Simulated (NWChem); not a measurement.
Molecule: C₄H₄N₂; SMILES C=C1C=NC=N1

Computed with NWChem. Structure relaxed at the B3LYP/6-31G* (spherical d) level. Total energies of different functionals are on different scales.

| level | energy (Ha) | highest occupied level (eV) | orbital gap (eV) | dipole (D) |
|---|---|---|---|---|
| PBE/def2-TZVP | -264.0613 | -6.42 | 2.68 | 2.50 |
| B3LYP/def2-TZVP | -264.3841 | -7.77 | 4.76 | 2.55 |
| LDA (Slater exchange, VWN5)/def2-TZVP | -262.0925 | -6.57 | 2.57 | 2.58 |
| PW6B95/def2-TZVP | -264.7159 | -8.10 | 5.37 | 2.52 |
| Hartree-Fock/def2-TZVP | -262.7459 | ___ | ___ | 2.58 |

**Question.** Fill in the missing entries.

**Answer.** 
- Hartree-Fock/def2-TZVP, highest occupied level (eV): -10.05
- Hartree-Fock/def2-TZVP, orbital gap (eV): 11.01
